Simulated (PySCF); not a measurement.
# Electron correlation in Al (aluminium, neutral)

[Ne] 3s2 3p1, 2P determinant. Computed with PySCF 2.14 in aug-cc-pV(Q+d)Z (7s6p5d3f2g, 89 functions), with the non-relativistic Hamiltonian (point nucleus). Frozen: [Ne]; 3 electrons correlated.

```csv
level,correlation energy (mhartree)
CCSD,-52.08
(T),-1.29
CCSD(T),-53.37
```

Diagnostics: T1 = 0.020, D1 = 0.0424, largest double amplitude 0.054.

Cost of the coupled-cluster step: roughly 8 core-seconds, for 3 correlated electrons.

Iterations:

```
CC2 = 0
CCSD nocc = (np.int64(2), np.int64(1)), nmo = (84, 84)
frozen orbitals [[0, 1, 2, 3, 4], [0, 1, 2, 3, 4]]
max_cycle = 100
direct = 0
conv_tol = 1e-08
conv_tol_normt = 1e-06
diis_space = 8
diis_start_cycle = 0
Init t2, MP2 energy = -0.0381387223105591
Init E_corr(UCCSD) = -0.0381387223206674
cycle = 1  E_corr(UCCSD) = -0.0460517631576587  dE = -0.00791304084  norm(t1,t2) = 0.0591519
cycle = 2  E_corr(UCCSD) = -0.0492806806441849  dE = -0.00322891749  norm(t1,t2) = 0.028246
cycle = 3  E_corr(UCCSD) = -0.0520636697041863  dE = -0.00278298906  norm(t1,t2) = 0.0146249
cycle = 4  E_corr(UCCSD) = -0.0520546772609814  dE = 8.9924432e-06  norm(t1,t2) = 0.00243828
cycle = 5  E_corr(UCCSD) = -0.0520947957677566  dE = -4.01185068e-05  norm(t1,t2) = 0.000437781
cycle = 6  E_corr(UCCSD) = -0.0520821499100486  dE = 1.26458577e-05  norm(t1,t2) = 0.000107137
cycle = 7  E_corr(UCCSD) = -0.0520835685099096  dE = -1.41859986e-06  norm(t1,t2) = 3.29776e-05
cycle = 8  E_corr(UCCSD) = -0.0520843358503399  dE = -7.6734043e-07  norm(t1,t2) = 9.11457e-06
cycle = 9  E_corr(UCCSD) = -0.0520839755940577  dE = 3.60256282e-07  norm(t1,t2) = 3.01588e-06
cycle = 10  E_corr(UCCSD) = -0.052083991932873  dE = -1.63388153e-08  norm(t1,t2) = 7.57094e-07
cycle = 11  E_corr(UCCSD) = -0.0520839895559618  dE = 2.37691115e-09  norm(t1,t2) = 2.22136e-07
UCCSD converged
E(UCCSD) = -241.9325326309681  E_corr = -0.05208398955596183
UCCSD(T) correction = -0.00128563180220715
```
